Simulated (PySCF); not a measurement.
Ga(F)(Br)(OH) (BrFGaHO), SMILES [OH][Ga]([Br])[F].

The structure is a stationary point at PBE0-D3(BJ)/def2-SVP. The structure was generated by enumeration; whether it is a known compound was not checked. Other conformers were not sampled.

Computed with TDA-LC-ωPBE/def2-SVPD run with PySCF.

Vertical excitations. Gas-phase values at a fixed geometry. State labels are in the subgroup Cs.

```
state  symmetry  energy (eV)  λ (nm)      f                                                                  main pairs
-----  --------  -----------  ------  -----  --------------------------------------------------------------------------
S1           A'         6.54     190  0.025                                            HOMO→LUMO 82 %, HOMO→LUMO+2 13 %
S2           A"         6.54     190  0.010                                                            HOMO−1→LUMO 83 %
S3           A"         7.30     170  0.050                                                            HOMO−2→LUMO 85 %
S4           A"         7.53     165  0.000                                                            HOMO→LUMO+1 95 %
S5           A'         7.66     162  0.014                                        HOMO−3→LUMO 45 %, HOMO−1→LUMO+1 41 %
S6           A'         8.02     155  0.051  HOMO−1→LUMO+1 33 %, HOMO−4→LUMO 24 %, HOMO−3→LUMO 17 %, HOMO−2→LUMO+1 13 %
S7           A"         8.57     145  0.000                                                          HOMO−3→LUMO+1 95 %
S8           A'         8.67     143  0.358    HOMO−4→LUMO 28 %, HOMO−6→LUMO 20 %, HOMO−3→LUMO 15 %, HOMO−2→LUMO+1 11 %
S9           A"         8.95     138  0.050                                                            HOMO−5→LUMO 76 %
S10          A'         9.12     136  0.146                                        HOMO−2→LUMO+1 60 %, HOMO−4→LUMO 17 %
T1           A'         6.01     206      0                                            HOMO→LUMO 78 %, HOMO→LUMO+2 15 %
T2           A"         6.06     205      0                                        HOMO−1→LUMO 79 %, HOMO−1→LUMO+2 13 %
T3           A"         6.68     186      0                                                            HOMO−2→LUMO 80 %
T4           A'         6.94     179      0                                        HOMO−3→LUMO 62 %, HOMO−1→LUMO+1 19 %
```
Triplets are in the Tamm–Dancoff approximation.
